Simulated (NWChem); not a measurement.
Species: C₂H₅ClF₂Si; SMILES FC(F)C[SiH2]Cl

```xyz
11

F      0.3888     2.6901    -0.6371
C      0.3978     1.4508    -0.0957
F      0.2455     1.5928     1.2447
C     -0.7292     0.6235    -0.6560
Si    -0.9454    -1.0777     0.1185
Cl     0.8649    -2.0873    -0.0018
H      1.3907     1.0042    -0.2786
H     -1.6689     1.1858    -0.5144
H     -0.5817     0.5034    -1.7412
H     -1.9603    -1.8414    -0.6580
H     -1.3416    -0.9965     1.5483
```
Atoms are numbered in this order, from 1.

Coordinates come from a PBE0/def2-SVP optimisation.

Q: Give the principal values of the shielding tensors (ppm) of F1, C2, F3, C4, Si5 from PBE0/pcSseg-1, GIAO (NWChem), with their diamagnetic and paramagnetic parts as GIAO splits them.

A: 
```
atom    σ11    σ22    σ33  isotropic  diamagnetic  paramagnetic
----  -----  -----  -----  ---------  -----------  ------------
F1    194.7  327.9  371.4      298.0        475.1        -177.1
C2     43.7   67.4   89.5       66.9        240.7        -173.8
F3    205.4  334.3  378.6      306.1        474.1        -168.0
C4    144.0  157.0  176.6      159.2        256.1         -96.9
Si5   315.6  353.5  407.4      358.8        879.5        -520.6
```
